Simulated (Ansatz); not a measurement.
Bond stretch in OH (cation, charge +1), triplet.

- ROHF/cc-pVTZ (Ansatz, a quantum-chemistry and plane-wave program)
- ROMP2 = MP2 on ROHF/cc-pVTZ, frozen core (Ansatz)
- ROCCSD = CCSD on ROHF/cc-pVTZ, frozen core run with Ansatz
- ROCCSD(T) = CCSD(T) on ROHF/cc-pVTZ, frozen core run with Ansatz
- UHF/cc-pVTZ (Ansatz)
- UMP2 = Ansatz with MP2 on UHF/cc-pVTZ, frozen core
- ROCCSDT = Ansatz with CCSDT on ROHF/cc-pVTZ, frozen core
- UKS-PBE = unrestricted PBE/cc-pVTZ (Ansatz)
- UKS-PBE0 = unrestricted PBE0/cc-pVTZ in Ansatz
- FCI = full CI/cc-pVTZ, frozen core run with Ansatz

All curves are set to zero at 1.05 Å and compared with full CI in the same basis at 1.05, 1.10, 1.15, 1.21, 1.31, 1.41, 1.54, 1.71, 1.92, 2.14, 2.43, 2.83, 3.28 Å.

Question: Order the methods by the spread of their error (largest minus smallest) over these points.

Answer: ROCCSDT has the smallest spread and UKS-PBE the largest. In order (mEh): ROCCSDT 0.20, ROCCSD(T) 1.53, ROCCSD 4.28, ROMP2 11.07, UMP2 18.33, ROHF 18.69, UKS-PBE0 39.63, UHF 52.47, UKS-PBE 58.26.

Errors against full CI at some of the points (mEh):

```
method     1.31 Å  1.54 Å  2.14 Å  2.43 Å  3.28 Å
---------  ------  ------  ------  ------  ------
ROCCSDT       0.0     0.1     0.2     0.2     0.2
ROCCSD(T)     0.2     0.4     0.8     1.0     1.5
ROCCSD        1.0     2.0     4.2     4.3     2.1
ROMP2         2.9     5.5    10.5    11.1     8.1
UMP2          3.2     9.8    18.3    15.6     1.4
ROHF          8.3    14.1    18.5    16.0     5.7
UKS-PBE0     -0.5    -1.4   -13.5   -21.6   -39.6
UHF           6.4     7.2   -12.5   -23.3   -44.9
UKS-PBE      -4.9    -8.7   -24.8   -35.1   -58.3
```

The T1 diagnostic of CCSD on the restricted reference of ROMP2, ROCCSD, ROCCSD(T), ROCCSDT exceeds 0.045 at 1.71 to 3.28 Å. The unrestricted determinant behind UHF, UMP2 is spin-contaminated at 1.54 to 3.28 Å (<S²> up to 3.0, against 2.00 for a pure triplet). The unrestricted determinant behind UKS-PBE is spin-contaminated at 1.92 to 3.28 Å (<S²> up to 2.5, against 2.00 for a pure triplet). The unrestricted determinant behind UKS-PBE0 is spin-contaminated at 1.71 to 3.28 Å (<S²> up to 2.5, against 2.00 for a pure triplet).
